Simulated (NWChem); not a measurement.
System meant: BiH2Br; SMILES [BiH2][Br]

The following NWChem deck was run.

```
start job
memory heap 200 mb stack 900 mb global 1100 mb
geometry units angstroms noautoz
  Bi     0.005101     0.718883     0.000000
  H     -1.271566     0.816750    -1.265682
  H     -1.271566     0.816750     1.265682
  Br     0.066546    -1.908937     0.000000
end
basis spherical
  Bi library def2-svp
  H library def2-svp
  Br library def2-svp
end
ecp
  Bi library def2-ecp
end
dft
  odft
  mult 2
  xc b3lyp
  iterations 150
  mulliken
end
task dft energy
```

End of the output:

```
 ==============================================================================
                                 internuclear angles
 ------------------------------------------------------------------------------
        center 1       |       center 2       |       center 3       |  degrees
 ------------------------------------------------------------------------------
    2 H                |   1 Bi               |   3 H                |    89.34
    2 H                |   1 Bi               |   4 Br               |    94.07
    3 H                |   1 Bi               |   4 Br               |    94.07
 ------------------------------------------------------------------------------
                            number of included internuclear angles:          3
 ==============================================================================

 Summary of "ao basis" -> "" (spherical)
 ------------------------------------------------------------------------------
       Tag                 Description            Shells   Functions and Types
 ---------------- ------------------------------  ------  ---------------------
 Bi                         def2-svp                10       26   4s4p2d
 H                          def2-svp                 3        5   2s1p
 Br                         def2-svp                12       32   5s4p3d

                                 NWChem DFT Module
                                 -----------------

 Summary of "ao basis" -> "ao basis" (spherical)
 ------------------------------------------------------------------------------
       Tag                 Description            Shells   Functions and Types
 ---------------- ------------------------------  ------  ---------------------
 Bi                         def2-svp                10       26   4s4p2d
 H                          def2-svp                 3        5   2s1p
 Br                         def2-svp                12       32   5s4p3d

      Symmetry analysis of basis
      --------------------------

        a'         45
        a"         23

  number of electrons :                   60
  multiplicity        :                    2
 ------------------------------------------------------------------------
  no. of electrons and multiplicity not compatible                  60
 ------------------------------------------------------------------------
 ------------------------------------------------------------------------
  current input line :
    24: task dft energy
 ------------------------------------------------------------------------
 ------------------------------------------------------------------------
 There is an error in the input file
 ------------------------------------------------------------------------
 For more information see the NWChem manual at https://nwchemgit.github.io

0: no. of electrons and multiplicity not compatible:Received an Error in Communication
```

Question: Can this run be used? If not, why, and what is the fix?

Answer: The program refused the input. Cause: the multiplicity doesn't fit the number of electrons (an even count wants an odd multiplicity, and the reverse). This input runs:
```
start job
memory heap 200 mb stack 900 mb global 1100 mb
geometry units angstroms noautoz
  Bi     0.005101     0.718883     0.000000
  H     -1.271566     0.816750    -1.265682
  H     -1.271566     0.816750     1.265682
  Br     0.066546    -1.908937     0.000000
end
basis spherical
  Bi library def2-svp
  H library def2-svp
  Br library def2-svp
end
ecp
  Bi library def2-ecp
end
dft
  xc b3lyp
  iterations 150
  mulliken
end
task dft energy
```
It converges to -2789.79474 Ha (B3LYP/def2-SVP with def2 effective core potentials on Bi).
